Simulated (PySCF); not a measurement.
Cd(H)(Cl), HCdCl, SMILES [Cl][CdH], singlet (PBE0/def2-SVP optimised geometry):

```
3

Cd     0.320     0.000     0.000
H      1.972     0.000     0.000
Cl    -1.972     0.000     0.002
```

Method: PBE0/def2-TZVP, def2 effective core potentials past Kr run with PySCF.

### Question
What are the frontier orbital energies and the dipole moment?

### Answer
HOMO-2 -9.09 eV, HOMO-1 -8.53 eV, HOMO -8.53 eV, LUMO -0.84 eV, LUMO+1 -0.74 eV; dipole moment 2.39 D.

On the same geometry PySCF with PBE/def2-TZVP, def2 effective core potentials past Kr gives HOMO-2 -7.94 eV, HOMO-1 -7.17 eV, HOMO -7.17 eV, LUMO -1.72 eV, LUMO+1 -1.41 eV; dipole moment 2.27 D.
